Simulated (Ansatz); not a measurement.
One change: `[F][Cd][Br]` becomes `[CH3][Cd][F]`.

Ansatz, PBE0-D4/def2-TZVP geometries, multiplicity 1. 

Elements past krypton have def2 core potentials. Scalar relativity is left out up to krypton.

| property | `[F][Cd][Br]` |
| --- | --- |
| ideal-gas entropy at 298 K and 1 bar (rigid rotor, harmonic PBE0-D4/def2-TZVP) / J/(mol·K) | 292 |
| size of the dipole moment (B3LYP/def2-TZVPP) / D | 0.95 |
| HOMO energy (PBE0/def2-TZVPP) / eV | -8.66 |
| size of the dipole moment (ωB97M-V/def2-TZVPP) / D | 0.79 |
| HOMO–LUMO gap (PBE/def2-TZVPP) / eV | 4.15 |
| HOMO energy (ωB97M-V/def2-TZVPP) / eV | -10.86 |

Task: Give the same properties after the change, and the shifts. (Best estimate.)

Result: Computed: 
```tsv
property	`[CH3][Cd][F]`	shift
ideal-gas entropy at 298 K and 1 bar (rigid rotor, harmonic PBE0-D4/def2-TZVP) / J/(mol·K)	288	-4
size of the dipole moment (B3LYP/def2-TZVPP) / D	3.41	2.46
HOMO energy (PBE0/def2-TZVPP) / eV	-8.47	0.19
size of the dipole moment (ωB97M-V/def2-TZVPP) / D	3.23	2.44
HOMO–LUMO gap (PBE/def2-TZVPP) / eV	5.71	1.56
HOMO energy (ωB97M-V/def2-TZVPP) / eV	-10.63	0.23
```

With PBE0 the HOMO rises by 0.19 eV and the LUMO rises by 1.51 eV, so the gap widens by about 1.32 eV. PBE moves the HOMO by 0.01 eV and ωB97M-V by 0.23 eV. The zero-point energy changes by 91.4 kJ/mol with +8 modes. Dipoles are sizes alone; their direction can turn.

B3LYP here is the variant with VWN-RPA as its local correlation; programs differ in this.

Spin–orbit coupling is left out; it splits and shifts lone-pair levels of the heavy atoms by tenths of an eV.
